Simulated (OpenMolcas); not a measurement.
Ions of charge +3 along the 4d row on the Zn site of KZnF3

| Property | Result |
| --- | --- |
| Program | OpenMolcas 26.06 |
| Method | SS-CASPT2, IPEA 0.25 Eh, imaginary shift 0.1 Eh |
| Spin-orbit coupling | RASSI with atomic mean-field integrals over the reference wave functions |

The d shell is active; CASPT2 correlates the ligand valence shells and the outer metal core. Each dopant is a cluster with its nearest anions in model potentials and point charges, with no relaxation and no local charge compensation. Distances were set from a Shannon-type radius of the metal (high-spin where two are listed) plus a fixed donor radius (F 1.31 Å), in hosts weighted 0.65 to 0.35 with the host's distance in the model lattice. Ligand basis ANO-RCC-VDZP, DKH2 Hamiltonian. States (labels of O, the rotations of Oh). Energies in cm-1 above the lowest state or level, χT in cm3 K/mol; under a threefold ground state the first gap can be a small split of the lowest multiplet, not the spin-orbit step; 10Dq and B are least-squares fits to the states below 45000 cm-1, weighted by degeneracy, with a free offset, and given where the rms deviation is under 5 % of |10Dq| (or 100 cm-1) and under 700 cm-1. Spin-only χT is S(S+1) / 2 for the spin of the ground state.

| Ion | Shell | R (Å) | Metal basis | Ground state | First state of that spin | 10Dq | B (rms of fit) | First gap with spin-orbit (degeneracies) | χT at 300 K | First state of another spin | Spin-only χT |
| --- | --- | --- | --- | --- | --- | --- | --- | --- | --- | --- | --- |
| Nb3+ | 4d2 | 2.029 | ANO-RCC-VTZP | 3T1 | 3T2 28110 | 29257 | 534 (173) | 20 (2, 3) | 0.464 | 1T2 7420 | 1.000 |
| Mo3+ | 4d3 | 2.009 | ANO-RCC-VTZP | 4A2 | 4T2 28070 | 27729 | 559 (233) | 10930 (4, 4) | 1.779 | 2E 11020 | 1.875 |
| Rh3+ | 4d6 | 1.993 | ANO-RCC-VTZP | 1A1 | 1T1 20210 |  |  | 15130 (1, 2) | 0.038 | 2S+1 = 3: 15730 | 0.000 |
| Pd3+ | 4d7 | 2.055 | ANO-RCC-VTZP | 2E | 17030 |  |  | 7620 (4, 2) | 0.503 | 4T1 8950 | 0.375 |
| Ag3+ | 4d8 | 2.048 | ANO-RCC-VTZP | 3A2 | 3T2 21890 |  |  | 4720 (3, 2) | 1.222 | 1E 4780 | 1.000 |

B goes from 534 cm-1 (Nb3+) to 559 cm-1 (Mo3+).

Below the highest spin of the shell: Rh3+, Pd3+. χT departs most from the spin-only value for Nb3+, by -0.536 cm3 K/mol.

Roots that are degenerate in the reference are averaged as groups; the widest CASPT2 spread within a group is 770 cm-1 (the 3-fold group of multiplicity 2 near 68100 cm-1 above the lowest state of its run, Mo3+). Shifts and gaps below about the spread of the groups concerned are not significant. Over all roots computed the reference weight is 0.73 to 0.74 in Nb3+, 0.72 to 0.73 in Mo3+, 0.70 to 0.72 in Rh3+, 0.69 to 0.72 in Pd3+, 0.66 to 0.72 in Ag3+; the roots of lowest weight are the least certain, and an intruder state may touch them. Ligand-to-metal charge-transfer states are missing. With no ligand orbital active B as a rule stays too high, so bands that hang on it stand too high and its fall with covalency is understated. With one d shell and no ligand orbital active, 10Dq can be off by a tenth or more. An orbital triplet at a regular site is open to Jahn-Teller coupling, which can distort the site and quench the lowest spin-orbit gaps and is left out (holds for Nb3+). The least metal-like active orbital is 83 % on the metal (Löwdin) and no ligand orbital is active, so the numbers are rough (holds for Nb3+; Mo3+). The least metal-like active orbital is 80 % on the metal (Löwdin) and no ligand orbital is active, so the numbers are rough (holds for Rh3+). An orbital doublet at a regular site is open to a Jahn-Teller distortion, which this geometry leaves out (holds for Pd3+). This shell can be high or low spin here, a state of another spin lies low, and with metal d orbitals alone active their balance is uncertain, so the ground spin may be wrong, although the usual error favours high spin (holds for Pd3+). The least metal-like active orbital is 78 % on the metal (Löwdin) and no ligand orbital is active, so the numbers are rough (holds for Pd3+). These CASPT2 states fit no ligand-field parameters well, so their order and spin gaps are uncertain (holds for Pd3+). Real 4d8 and 5d8 ions are as a rule square planar and diamagnetic (holds for Ag3+). The least metal-like active orbital is 77 % on the metal (Löwdin) and no ligand orbital is active, so the numbers are rough (holds for Ag3+). No measured value stands beside these numbers; the geometry was set by hand and not optimised.

A state without a sure symmetry label is named by its multiplicity alone.
